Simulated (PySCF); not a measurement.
## What PySCF settings do for InSi

Base input, run as `python input.py` with PySCF 2.14:

```python
from pyscf import gto, scf, mp

mol = gto.M(
    atom='In 0 0 0; Si 0 0 2.38',
    basis='sbkjc',
    ecp={'In': 'sbkjc', 'Si': 'sbkjc'},
    charge=0,
    spin=3,
    verbose=4,
)
mf = scf.UHF(mol)
mf.kernel()
mp.MP2(mf, frozen=4).kernel()
mf.dip_moment()
print('orbital energies (hartree):', [e[max(0, n-3):n+3].round(4) for e, n in zip(mf.mo_energy, mol.nelec)])
```

Base result: E(SCF) = -191.942144 Eh, E(MP2) − E(SCF) = -0.14373 Eh, ⟨S²⟩ = 3.765, μz(SCF) = -2.03 D. The bond length is a typed value, not an optimised one. No search for the lowest solution was made.

Wall time 0.7 s on one thread of a shared host.

Each row names what differs from the base; energies in brackets are changes from the base.

| change | result |
| --- | --- |
| smearing width (hartree): none → 0.2; step after the SCF: mp2 → none [unsound on purpose] [smearing does not keep the typed spin] | E(SCF) = -190.661762 Eh (+34.8410 eV), 14 cycles, μz(SCF) = -1.80 D |
| core potential: on → off [unsound on purpose] [an earlier cycle lay lower, so not the lowest solution of its kind] | E(SCF) = -1470.917889 Eh, E(MP2) − E(SCF) = -0.07674 Eh, ⟨S²⟩ = 3.798, μz(SCF) = -0.46 D |
| Cartesian functions: off → on | E(SCF) = -191.944466 Eh (-0.0632 eV), 15 cycles, E(MP2) − E(SCF) = -0.14809 Eh, ⟨S²⟩ = 3.765, μz(SCF) = -2.01 D |
| charge: 0 → -1; spin (2S): 3 → 2 [no diffuse functions for the anion] [spin-contaminated] | not converged: SCF after 50 cycles |
| electric field along z (a.u.): none → 0.01 | E(SCF) = -191.940413 Eh (+0.0471 eV), E(MP2) − E(SCF) = -0.14534 Eh, ⟨S²⟩ = 3.761, μz(SCF) = 1.12 D |
| functional: none (Hartree–Fock) → pbesol; SCF type: UHF → UKS; step after the SCF: mp2 → analyze | E(SCF) = -192.714466 Eh, 12 cycles, ⟨S²⟩ = 3.751, μz(SCF) = -1.56 D |
| step after the SCF: mp2 → gradient | E(SCF) = -191.942144 Eh (+0.0000 eV), ⟨S²⟩ = 3.765, μz(SCF) = -2.03 D, gradient on the second atom -0.0650 Eh/bohr |
| electric field along z (a.u.): none → 0.05 [may be another electronic state] | E(SCF) = -192.055386 Eh (-3.0815 eV), 14 cycles, E(MP2) − E(SCF) = -0.15428 Eh, ⟨S²⟩ = 3.760, μz(SCF) = 13.75 D |
| charge: 0 → 1; spin (2S): 3 → 2 [another spin of the ion may lie lower] | E(SCF) = -191.677746 Eh (+7.1946 eV), 14 cycles, E(MP2) − E(SCF) = -0.13538 Eh, ⟨S²⟩ = 2.029 |
| spin (2S): 3 → 65 [unsound on purpose] | stops with AssertionError |
| step after the SCF: mp2 → tda; number of roots: default → 6 | E(SCF) = -191.942144 Eh (+0.0000 eV), ⟨S²⟩ = 3.765, μz(SCF) = -2.03 D, first excitations without spin–orbit coupling 2.26, 2.26, 3.00, 3.31, 3.31 eV |
| basis set: sbkjc → crenbl; frozen orbitals: 4 → 0 [with its own core potential] | E(SCF) = -60.354302 Eh, 13 cycles, E(MP2) − E(SCF) = -0.23256 Eh, ⟨S²⟩ = 3.767, μz(SCF) = -1.78 D |
| convergence threshold: default → 0.001 [unsound on purpose] | E(SCF) = -191.942116 Eh (+0.0008 eV), 10 cycles, E(MP2) − E(SCF) = -0.14398 Eh, ⟨S²⟩ = 3.766, μz(SCF) = -2.10 D |
| convergence threshold: default → 1e-05 | E(SCF) = -191.942144 Eh (+0.0000 eV), 12 cycles, E(MP2) − E(SCF) = -0.14373 Eh, ⟨S²⟩ = 3.766, μz(SCF) = -2.03 D |
| density fitting: none → weigend [unsound on purpose] [this fitting set is unfit for the basis or for exact exchange; a fit set errs by some meV] | E(SCF) = -189.317185 Eh (+71.4288 eV), E(MP2) − E(SCF) = -0.17001 Eh, ⟨S²⟩ = 3.766, μz(SCF) = -2.10 D |
| basis set: sbkjc → x2c-svpall; core potential: on → off; spin-free X2C: off → on; frozen orbitals: 4 → 23 | E(SCF) = -6167.113182 Eh, 12 cycles, E(MP2) − E(SCF) = -0.11689 Eh, ⟨S²⟩ = 3.766, μz(SCF) = -1.76 D |
| geometry: bond 2.38 → bond 7.14 [an earlier cycle lay lower, so not the lowest solution of its kind] | E(SCF) = -191.822988 Eh (+3.2424 eV), E(MP2) − E(SCF) = -0.11793 Eh, ⟨S²⟩ = 3.750, μz(SCF) = -33.51 D |
| electric field along z (a.u.): none → 0.001 | E(SCF) = -191.941408 Eh (+0.0200 eV), 15 cycles, E(MP2) − E(SCF) = -0.14390 Eh, ⟨S²⟩ = 3.765, μz(SCF) = -1.71 D |
| functional: none (Hartree–Fock) → wb97; SCF type: UHF → UKS; step after the SCF: mp2 → analyze | E(SCF) = -192.922162 Eh, 14 cycles, ⟨S²⟩ = 3.758, μz(SCF) = -1.90 D |
| SCF type: UHF → ROHF | E(SCF) = -191.939357 Eh (+0.0758 eV), E(MP2) − E(SCF) = -0.14431 Eh, μz(SCF) = -1.77 D |
| geometry: bond 2.38 → bond 3.57 | E(SCF) = -191.936490 Eh (+0.1539 eV), E(MP2) − E(SCF) = -0.12862 Eh, ⟨S²⟩ = 3.770, μz(SCF) = -6.29 D |
| functional: none (Hartree–Fock) → b3lyp; SCF type: UHF → UKS; step after the SCF: mp2 → analyze | E(SCF) = -192.994201 Eh, 13 cycles, ⟨S²⟩ = 3.752, μz(SCF) = -1.74 D |

Question: Order these changes by how far they move the SCF energy from the base, largest first: (1) SCF type: UHF → ROHF; (2) electric field along z (a.u.): none → 0.05; (3) geometry: bond 2.38 → bond 3.57; (4) geometry: bond 2.38 → bond 7.14.

Answer: (4) +3.2424 eV, (2) -3.0815 eV, (3) +0.1539 eV, (1) +0.0758 eV.
